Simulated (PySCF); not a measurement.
SMILES [CH2]C(C)N([SiH3])C(C)C (C6H16NSi), doublet, GFN2-xTB optimised geometry. Atoms within 1.6 Å of the plane z = 0.8 Å (x, y, z in Å): C1 (-2.24, 0.83, 0.56), C2 (-1.37, 0.34, -0.51), N4 (-0.03, 0.02, 0.00), Si5 (0.53, -1.60, 0.00), C6 (0.64, 1.10, 0.71), C7 (1.93, 1.51, 0.00), C8 (0.93, 0.73, 2.17), H9 (-2.33, 0.26, 1.47), H10 (-2.66, 1.82, 0.54), H16 (2.00, -1.60, 0.00), H17 (0.06, -2.39, 1.15), H18 (-0.04, 1.96, 0.72), H20 (2.66, 0.71, 0.03), H21 (2.35, 2.39, 0.47), H22 (1.65, -0.09, 2.22).

Computed with unrestricted PBE0/def2-SVP run with PySCF. Cells within 0.4 Å of a nucleus heavier than hydrogen are left out (blank, or x).

Map of the Laplacian of the electron density (e/bohr⁵), clipped to [-1.50, 1.50] on the plane z = 0.8 Å:

```
|55555555555555555555555555555|
|55555555555555555555555555555|
|55555555555555555555555555555|
|55555555555555555555555555555|
|55555555555555555555555555555|
|55555555555555555555555555555|
|55555555555555555555555555555|
|55555555555555555555555555555|
|55555555555555355555555555555|
|55555543555554035555555555555|
|5555555345555542x455555555555|
|55555556x455555xx555555555555|
|5555555xx45555549555555555555|
|55555554355555555555555555555|
|55555555555555565555555555555|
|55555555555555555555555555555|
|55555555555555555555555555555|
|55555555555555555555555555555|
|55555555555555555555555555555|
|55555555555555445555555555555|
|55555555555555344555555555555|
|55555555555555345555555555555|
|55555555555555555555555555555|
|55555555555555555555555555555|
|55555555555555555555555555555|
|55555555555555555555555555555|
|55555555555555555555555555555|
|55555555555555555555555555555|
|55555555555555555555555555555|
```
Scale: ten equal steps from -1.50 (start of '0') to 1.41 (end of '9'), in the order '0123456789'; x runs from -5.00 to 5.00, y from -5.00 (bottom) to 5.00 (top).
